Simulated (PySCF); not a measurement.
C5H9BO2.
Geometry (PBE0-D3(BJ)/def2-SVP, Å), atoms numbered from 1 in this order:
```
atom  x, y, z in Å
B1    -2.5317    0.4458   -0.6701
O2    -2.6530   -0.0159    0.6046
C3    -1.3535   -0.0960    1.1647
C4    -0.3973    0.4565    0.0810
C5     0.7034   -0.4882   -0.2966
C6     2.0138   -0.4189    0.4353
C7     1.9246    0.0255   -0.9928
O8    -1.2513    0.7269   -1.0313
H9    -3.4698    0.5918   -1.4045
H10   -1.1241   -1.1461    1.4111
H11   -1.3162    0.4877    2.0971
H12    0.0510    1.4145    0.3992
H13    0.3494   -1.4834   -0.5888
H14    2.5267   -1.3558    0.6647
H15    2.1276    0.3510    1.2043
H16    2.3754   -0.6029   -1.7643
H17    1.9734    1.0972   -1.2046
```

All values: PBE0/pcSseg-1 and B3LYP/def2-SVPD (PySCF, non-relativistic), on one gas-phase PBE0-D3(BJ)/def2-SVP geometry that isn't relaxed in the solvent. The solvent is an IEF-PCM continuum (Bondi radii, 1.10 Å for H, scaled by 1.2). Specific hydrogen bonds and non-electrostatic terms are outside this model.

Gas phase at PBE0/pcSseg-1: HOMO -8.05 eV, LUMO 0.82 eV, dipole 2.60 D.

Problem. What does the continuum do to the energy, the frontier levels and the dipole at PBE0/pcSseg-1 in benzene and chloroform?

Solution. 
```json
{"solvent": "benzene", "ε": "2.271", "E(solvent) − E(gas) (kJ/mol)": "-9.28", "polarisation term (kJ/mol)": "-9.80", "distortion of the solute (kJ/mol)": "0.52", "HOMO (eV)": "-8.03", "LUMO (eV)": "0.83", "dipole (D)": "2.90"}
{"solvent": "chloroform", "ε": "4.711", "E(solvent) − E(gas) (kJ/mol)": "-15.01", "polarisation term (kJ/mol)": "-16.39", "distortion of the solute (kJ/mol)": "1.38", "HOMO (eV)": "-8.02", "LUMO (eV)": "0.82", "dipole (D)": "3.09"}
```

The polarisation term is half the interaction of the solute with the surface charges that it induces; the rest is the cost of distorting the solute's density. The sum is the electrostatic part of solvation alone. From benzene to chloroform the lowering changes by a factor 1.62, Onsager's factor (ε − 1)/(2ε + 1) by 1.55 and ε itself by 2.1.

Problem. Which radius a makes the point-dipole formula ΔE = −[(ε − 1)/(2ε + 1)]·μ²/a³ give the value in chloroform, with the gas-phase dipole?

Solution. μ = 1.024 au and |ΔE| = 0.00572 Eh give a = 2.13 Å; the farthest nucleus lies 3.79 Å from the centroid of the nuclei, so such a sphere wouldn't even hold the nuclei. The formula assumes a rigid point dipole at the centre of a sphere.

Problem. Give the dipole vector in the frame of the coordinates (D, pointing from negative to positive charge), gas and chloroform.

Solution. Gas (2.22, -0.41, 1.30), solvent (2.57, -0.47, 1.64). Its length changes by +19 % and its direction by 2°.

Problem. Which Hirshfeld charges (PBE0/pcSseg-1) respond most in benzene (means over atoms taken as equivalent)?

Solution. 
```
atoms                 environment  gas (e)  solvent (e)  change
   O2          boron-bound oxygen   -0.189       -0.195  -0.006
   O8          boron-bound oxygen   -0.185       -0.191  -0.006
  H12            methine hydrogen   +0.042       +0.046  +0.004
  H11          methylene hydrogen   +0.049       +0.052  +0.003
   B1      three-coordinate boron   +0.206       +0.203  -0.003
  H10          methylene hydrogen   +0.044       +0.048  +0.004
  H15          methylene hydrogen   +0.046       +0.048  +0.002
   C7  three-membered-ring carbon   -0.085       -0.087  -0.002
```

Problem. Which Mayer bond orders change most in benzene?

Solution. 
| bond | length (Å) | gas | solvent | change |
| --- | --- | --- | --- | --- |
| C4–O8 | 1.428 | 0.867 | 0.855 | -0.012 |
| O2–C3 | 1.417 | 0.890 | 0.880 | -0.010 |
| B1–O2 | 1.361 | 1.161 | 1.164 | +0.003 |
| C3–C4 | 1.547 | 1.030 | 1.033 | +0.003 |
| O8–B1 | 1.360 | 1.171 | 1.174 | +0.003 |
| C5–C6 | 1.503 | 0.932 | 0.934 | +0.002 |
| C6–C7 | 1.498 | 0.978 | 0.980 | +0.002 |
| C6–H14 | 1.092 | 0.953 | 0.951 | -0.002 |

Problem. How do the nuclear quadrupole coupling constants eQVzz/h respond in benzene?

Solution. 
```csv
nucleus,Q (barn),gas (MHz),solvent (MHz),η gas,η solvent
11B at B1,0.04059,3.34,3.34,0.47,0.46
17O at O2,-0.0256,-9.38,-9.23,0.16,0.17
17O at O8,-0.0256,-9.10,-8.96,0.12,0.13
```

Gas phase at B3LYP/def2-SVPD: HOMO -7.88 eV, LUMO 0.27 eV, dipole 2.54 D.

Problem. What does the continuum do to the energy, the frontier levels and the dipole at B3LYP/def2-SVPD in benzene?

Solution. 
| solvent | ε | E(solvent) − E(gas) (kJ/mol) | polarisation term (kJ/mol) | distortion of the solute (kJ/mol) | HOMO (eV) | LUMO (eV) | dipole (D) |
| --- | --- | --- | --- | --- | --- | --- | --- |
| benzene | 2.271 | -8.61 | -9.19 | 0.58 | -7.85 | 0.33 | 2.86 |

Problem. How does the static polarisability (B3LYP/def2-SVPD, frozen core, with the continuum's full static response) change?

Solution. 
```json
{"medium": "gas", "isotropic (au)": "75.2", "principal values (au)": "62.5, 74.0, 89.0", "⟨r²⟩ of the electrons (bohr²)": "1011.5"}
{"medium": "benzene", "isotropic (au)": "84.7", "principal values (au)": "70.9, 84.2, 98.9", "⟨r²⟩ of the electrons (bohr²)": "1011.7"}
```

The isotropic value in benzene is 1.13 times the gas-phase one; no cavity-field correction is applied. ⟨r²⟩ is taken about the centre of nuclear charge.
